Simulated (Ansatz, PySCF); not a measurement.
C3H10BNO, SMILES CCNB(C)O. Atoms are numbered in the order given.

```xyz
16

C      2.5308    -0.4354     0.1697
C      1.4462     0.3465    -0.5716
N      0.1645    -0.3339    -0.5891
B     -1.0084     0.0630     0.0854
C     -2.3372    -0.8036     0.0103
O     -0.9526     1.2374     0.8104
H      2.6931    -1.4256    -0.2895
H      2.2448    -0.5960     1.2212
H      3.4924     0.1032     0.1498
H      1.2970     1.3246    -0.0921
H      1.7837     0.5500    -1.6058
H      0.1558    -1.2046    -1.1079
H     -3.1722    -0.2124    -0.4066
H     -2.6556    -1.1264     1.0178
H     -2.2363    -1.7098    -0.6079
H     -1.7895     1.4507     1.2346
```

Coordinates come from a B3LYP-D3(BJ)/def2-SVP optimisation. Other conformers were not sampled.

Two levels are set side by side: PBE-D3(BJ)/def2-SVP (Ansatz, a quantum-chemistry and plane-wave program) and B3LYP-D3(BJ)/def2-SVP (Ansatz). Each level has its own optimised geometry; the coordinates shown are those of the second. Frequencies come from the Hessian of PySCF at each geometry. Differences are taken from unrounded values.

```
quantity                            B3LYP-D3(BJ)  PBE-D3(BJ)  PBE-D3(BJ) minus B3LYP-D3(BJ)
----------------------------------  ------------  ----------  -----------------------------
mean bond length (Å)                       1.211       1.217                          0.007
bond C1–C2 (Å)                             1.529       1.531                          0.002
bond C2–N3 (Å)                             1.451       1.452                          0.001
bond N3–B4 (Å)                             1.410       1.418                          0.008
bond B4–C5 (Å)                             1.588       1.591                          0.003
bond B4–O6 (Å)                             1.381       1.390                          0.009
bond C1–H7 (Å)                             1.103       1.111                          0.007
bond C1–H8 (Å)                             1.101       1.109                          0.007
bond C1–H9 (Å)                             1.102       1.110                          0.007
bond C2–H10 (Å)                            1.100       1.108                          0.009
bond C2–H11 (Å)                            1.107       1.115                          0.009
bond N3–H12 (Å)                            1.014       1.021                          0.007
bond C5–H13 (Å)                            1.105       1.112                          0.007
bond C5–H14 (Å)                            1.105       1.112                          0.007
bond C5–H15 (Å)                            1.102       1.109                          0.007
bond O6–H16 (Å)                            0.962       0.970                          0.008
highest harmonic wavenumber (cm⁻¹)          3890        3784                           -105
mean harmonic wavenumber (cm⁻¹)             1455        1419                            -36
zero-point energy (kcal/mol)               87.37       85.18                          -2.19
```

GGA bonds tend to be longer and softer than those of functionals with exact exchange. Differences between two approximate levels are no errors against the true value.
